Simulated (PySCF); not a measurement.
Species: 1,2-dichloro-1,1,2,2-tetrafluoroethane, C2Cl2F4.
Atom-mapped SMILES: `[F:1][C:2]([F:3])([Cl:4])[C:5]([F:6])([F:7])[Cl:8]`

Method used: PBE0-D3(BJ)/def2-TZVP geometry optimisation, gas phase in PySCF.

Give the optimised bond lengths and angles.

```tsv
bond	length (Å)
F1–C2 and 3 like bonds	1.331
C2–Cl4, C5–Cl8	1.752
C2–C5	1.556
```

Bonds in one row agree within 0.01 Å and their mean is given. A selection of angles:
```tsv
angle	degrees
F1–C2–F3	108.2
F1–C2–Cl4	110.2
F1–C2–C5	109.2
F3–C2–C5	107.6
Cl4–C2–C5	111.8
```

Torsions: F1–C2–C5–F6 179° (antiperiplanar). The mirror-image conformer, all signs reversed, is as good.

All 4 C–F bonds measure 1.329 to 1.332 Å.

Point group: C2 (every atom within 0.08 Å of its image). PBE0-D3(BJ)/def2-TZVP frequencies: not computed here. The numbers are those of one conformer.
